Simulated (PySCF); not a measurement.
# From computed data to an observable: oscillator strength and radiative lifetime

BGeH6NO2, SMILES B([NH][GeH3])(O)O.

The structure is a stationary point at PBE0-D3(BJ)/def2-SVP. This is a generated structure with no PubChem entry under its InChIKey; it may be hypothetical. Other conformers were not sampled.

PySCF 2.14.0 with TDDFT-CAM-B3LYP/def2-SVPD puts the first singlet state with f over 0.02 at 7.31 eV (vertical), with the transition dipole (0.000, 0.000, 0.414) in atomic units.

Find the oscillator strength, the wavelength and the radiative lifetime that this transition would have in vacuum if emission retraced absorption.


|μ|² = 0.1714 au, so |μ| = 1.05 D. ΔE = 7.31/27.211 = 0.2686 hartree. f = (2/3) ΔE |μ|² = 0.031 (the program prints 0.031).
λ = 1239.84/7.31 = 170 nm; ν = 58959 cm⁻¹.
Einstein's coefficient A = 0.6670 ν² f s⁻¹ (ν in cm⁻¹) = 7.1e7 s⁻¹, so τ = 1/A = 14 ns. This state is S2; the lower singlet has f = 0.003. The figure is the radiative limit of this one transition; relaxation, internal conversion, crossing to triplets and a medium change what is measured.
